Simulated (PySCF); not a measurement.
Input of a response calculation (the driver script's job line, then coordinates in Å):

```
{"job": {"kind": "uv", "xc": "CAM-B3LYP", "basis": "def2-SVPD", "nstates": 8, "ntriplets": 3}, "charge": 0, "multiplicity": 1}
O      0.269673     2.142592     1.163940
P     -0.733188     1.145609     0.781454
C     -0.592580    -0.614793     1.107780
C     -0.484352    -0.188883    -0.393570
Si     1.210923    -0.304705    -1.210839
H     -2.059494     1.528030     0.826856
H     -1.442317    -1.225670     1.373818
H      0.332480    -0.939926     1.566736
H     -1.338148    -0.481990    -0.989973
H      2.233687     0.259324    -0.338168
H      1.472979    -1.731205    -1.429991
H      1.131536     0.410932    -2.484069
```

The program printed, after the SCF cycles:

```
converged SCF energy = -786.0879246990

Static polarisability (au): isotropic 73.834, principal 64.608 72.209 84.684

Singlet excitations
state   eV       nm        f      main configurations
  1   6.3631    194.8   0.00456   H->L 0.36, H->L+4 0.23, H->L+1 0.21
  2   6.7418    183.9   0.01083   H->L+1 0.62, H->L 0.28
  3   6.9891    177.4   0.05549   H->L+2 0.58, H->L 0.09
  4   7.1155    174.2   0.02296   H->L+3 0.68, H->L 0.10
  5   7.3659    168.3   0.08967   H-1->L 0.21, H-1->L+1 0.19, H->L+3 0.14
  6   7.5181    164.9   0.00114   H-1->L+2 0.30, H-1->L+1 0.21, H-1->L+3 0.12
  7   7.7844    159.3   0.01167   H->L+5 0.49, H->L+4 0.15, H->L+6 0.15
  8   7.8373    158.2   0.04317   H-1->L+1 0.38, H-1->L+3 0.26, H-1->L 0.16

Triplet excitations (Tamm-Dancoff, eV): 5.8685 6.0701 6.4995
```

The calculation used TDDFT CAM-B3LYP/def2-SVPD, vertical, gas phase, core orbitals frozen in the response in PySCF 2.14.0, density-fitted response routines. Isolated species at its GFN2-xTB geometry, gas phase.

(1) How much of the mean polarisability do the listed states account for?

(2) Which orbital energies lie behind H and L?

(3) What transition dipole goes with state 5?

(4) What is the polarisability anisotropy, √(½[(α1 − α2)² + (α2 − α3)² + (α3 − α1)²])?

(5) What is the total energy of state 7 at this geometry?

(6) Write the structure that the coordinates describe.

Results:

(1) The sum over states Σ f/ΔE² (ΔE in hartree) gives 3.34 au, 5% of the total; the rest comes from higher roots of the same response equations.

(2) HOMO -8.69 eV and LUMO 1.04 eV, a gap of 9.73 eV; state 1 differs from that by -3.37 eV.

(3) |μ|² = 3f / (2ΔE) = 3 × 0.0897 / (2 × 0.2707) = 0.497 au, so |μ| = 1.79 D.

(4) 17.56 au.

(5) -786.08792 + 0.28607 = -785.80185 hartree.

(6) `[SiH3][C@H]1C[P@H]1=O` (C2H7OPSi), point group C1.

H and L stand for HOMO and LUMO.
